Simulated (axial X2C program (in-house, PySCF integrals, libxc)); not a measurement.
# Spin–orbit effects down a group: molecules with F (ions), CCSD(T)

Computed with an axial X2C code built on PySCF integrals, spin-free (one-electron X2C) or two-component (2c: spin–orbit coupling with atomic mean-field Coulomb and Gaunt terms, which also bring small scalar terms), in Dyall basis sets with cores contracted in-house; open shells are unrestricted.

Basis sets: Be dyall-av3z, Ca dyall-acv3z, F dyall-av3z, Mg dyall-av3z, Sr dyall-acv3z. Frozen shells (counts by l): BeF⁻ F 1s, Be 1s, 10 electrons correlated; MgF⁻ Mg 2s1p, F 1s, 10 electrons correlated; CaF⁻ Ca 3s2p, F 1s, 10 electrons correlated; SrF⁻ Sr 4s3p1d, F 1s, 10 electrons correlated. Coupled cluster in natural virtuals with an MP2 remainder. Where the outer core of a metal is frozen, bonds come out longer and ionisation energies lower.

```json
{"molecule": "BeF⁻", "spin-free state": "M_S = 0, Λ = 0", "Re (Å)": "1.419", "ωe (cm⁻¹)": "1051.3", "De (eV)": "3.55", "2c state": "Ω = 0", "Re 2c (Å)": "1.419", "ωe 2c (cm⁻¹)": "1051.4", "De 2c (eV)": "3.55"}
{"molecule": "MgF⁻", "spin-free state": "M_S = 0, Λ = 0", "Re (Å)": "1.830", "ωe (cm⁻¹)": "578.0", "De (eV)": "2.61", "2c state": "Ω = 0", "Re 2c (Å)": "1.830", "ωe 2c (cm⁻¹)": "577.4", "De 2c (eV)": "2.61"}
{"molecule": "CaF⁻", "spin-free state": "M_S = 0, Λ = 0", "Re (Å)": "2.058", "ωe (cm⁻¹)": "485.8", "De (eV)": "3.15", "2c state": "Ω = 0", "Re 2c (Å)": "2.058", "ωe 2c (cm⁻¹)": "485.7", "De 2c (eV)": "3.15"}
{"molecule": "SrF⁻", "spin-free state": "M_S = 0, Λ = 0", "Re (Å)": "2.183", "ωe (cm⁻¹)": "416.4", "De (eV)": "3.12", "2c state": "Ω = 0", "Re 2c (Å)": "2.184", "ωe 2c (cm⁻¹)": "416.4", "De 2c (eV)": "3.12"}
```

Problem. Work out the shifts from the spin-free to the two-component result.

Solution. 

| molecule | 2c state | ΔRe (Å) | Δωe (cm⁻¹) | ΔDe (eV) |
| --- | --- | --- | --- | --- |
| BeF⁻ | Ω = 0 | 0.000 | 0.1 | 0.00 |
| MgF⁻ | Ω = 0 | 0.000 | noise | 0.00 |
| CaF⁻ | Ω = 0 | 0.000 | -0.1 | 0.00 |
| SrF⁻ | Ω = 0 | 0.001 | noise | 0.00 |

Shifts of one unit in the last digit are rounding. Where the truncated virtual spaces of the two runs make Δωe unreliable it is marked noise.

Fragments in 2c: F- + Be, Mg + F-, Ca + F-, Sr + F-. Each entry is the lowest single determinant of a limited PBE0 search at one distance. De goes to single-determinant-based atoms at the same level (for ions the charge split of lowest energy) and is withheld (n/a) where an atom does not fit its ground term or J level. Main or longest-lived isotopes.
